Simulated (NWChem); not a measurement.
A series in which one site is exchanged, each optimised at PBE0/def2-SVP with NWChem, gas phase unless a solvent is named. All stand in one matching conformer (torsions within 35°), which need not be the lowest. Some are not confirmed as minima by frequencies. def2 effective core potentials on Sn; no spin-orbit coupling.

A: [NH2][SnH2][Br] (SnNH4Br; site = Br)
B: [NH2][SnH2][F] (SnNH4F; site = F)
C: [SnH3][NH2] (SnNH5; site = H)
D: [Cl][SnH2][NH2] (SnNH₄Cl; site = Cl)

Values for A:

| Property | Value |
|---|---|
| dipole (D), PBE0/def2-SVP | 3.04 |
| orbital gap (eV), PBE0/def2-SVP | 6.71 |
| lowest singlet excitation, CAM-B3LYP/def2-SVPD, TDA (eV) | 5.74 |

How do these values change for the other members?


```json
[
 {"change from A": "dipole (D), PBE0/def2-SVP", "B": "-1.15", "C": "-1.83", "D": "-1.20"},
 {"change from A": "orbital gap (eV), PBE0/def2-SVP", "B": "+0.85", "C": "+0.48", "D": "+0.43"},
 {"change from A": "lowest singlet excitation, CAM-B3LYP/def2-SVPD, TDA (eV)", "B": "+0.64", "C": "+0.11", "D": "+0.49"}
]
```
